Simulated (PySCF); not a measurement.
BeHIS, SMILES [SH][Be][I]. Heavy atoms are numbered as in [Be:1]([I:2])[SH:3]. Hydrogens are named by the atom that carries them.

The structure is a stationary point at B3LYP-D3(BJ)/def2-TZVP. The def2 effective core potentials stand for the cores of I; spin–orbit coupling is left out. One conformer was computed; it need not be the lowest.

These are PBE0/def2-TZVPD in PySCF values and carry that method's errors.

Mulliken values depend strongly on the basis, most of all with diffuse functions as here. ESP charges are fitted to the potential on shells at 1.4 to 2.0 van der Waals radii. Atomic charges (e), one atom of each kind:

```tsv
atom	ESP fit	Mulliken
Be1	…	0.06
I2	…	-0.07
S3 (SH)	…	-0.21
H on S3	…	0.22
```

### Question
Fill in the missing entries. (The exact figures need the calculation; the answer reports its results.)

### Answer

- Be1, ESP fit: 0.31
- I2, ESP fit: -0.16
- S3 (SH), ESP fit: -0.30
- H on S3, ESP fit: 0.15
